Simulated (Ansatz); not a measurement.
`C=C[Si](O)(O)S` + H₂ → `O[SiH](O)S` + `C=C`  (hydrogenolysis of the Si–C bond)

Isolated molecules relaxed with PBE0-D4/def2-TZVP in Ansatz; ΔE leaves out vibrations. CCSD(T)/CBS adds triple-zeta CCSD(T) − MP2 to the extrapolated MP2 energy (def2 sets, frozen cores). This one scheme is used for every species. Functionals use def2-TZVPP. One conformer a species, not always the lowest.

`C=C[Si](O)(O)S`:

Z-matrix (Å, degrees):
```
Si
C 1 1.845
O 1 1.644 2 111.3
O 1 1.638 2 105.1 3 -123.9
S 1 2.136 2 114.0 3 116.4
C 2 1.331 1 123.4 3 125.8
H 2 1.089 1 118.0 3 -54.6
H 3 0.960 1 116.2 2 -46.6
H 4 0.959 1 116.5 2 -166.2
H 5 1.343 1 92.6 2 -107.9
H 6 1.087 2 122.1 1 179.9
H 6 1.085 2 121.3 1 0.1
```

H₂:

```xyz
2

H     0.260   -0.195   -0.183
H    -0.260    0.195    0.183
```

`O[SiH](O)S`:

```xyz
8

O    -1.375    0.131    0.513
Si   -0.104    0.067   -0.523
O     0.218   -1.514   -0.749
S     1.519    1.229    0.241
H    -1.518    0.964    0.964
H    -0.372    0.648   -1.853
H     0.067   -2.107   -0.012
H     1.563    0.582    1.419
```

`C=C`:

Cartesian coordinates in Å:
```
C -0.294 0.004 0.593
C 0.294 -0.004 -0.593
H -0.215 0.854 1.262
H -0.878 -0.840 0.944
H 0.215 -0.854 -1.262
H 0.878 0.840 -0.944
```

```csv
level,ΔE (kJ/mol)
PBE,-12.0
CCSD/CBS(def2),-12.5
```

Q: What does CCSD(T)/CBS give? (Best estimate.)

A: Ansatz gave: -6.8 kJ/mol. The listed levels differ from it by -5.2, -5.7 kJ/mol.

Largest T1 diagnostic among the species: 0.012.

The D4 term adds +15.0 kJ/mol with B3LYP and +8.4 kJ/mol with PBE0; it sums over pairs of atoms, weighted by their polarisabilities, and B3LYP, whose exchange is more repulsive, gets the larger term. In def2-TZVPP, CCSD(T) changes the Hartree–Fock value by +26.5 kJ/mol (the triples alone add +5.7 kJ/mol) and MP2 by +33.0 kJ/mol.

B3LYP here is the variant with VWN-RPA as its local correlation; programs differ in this.
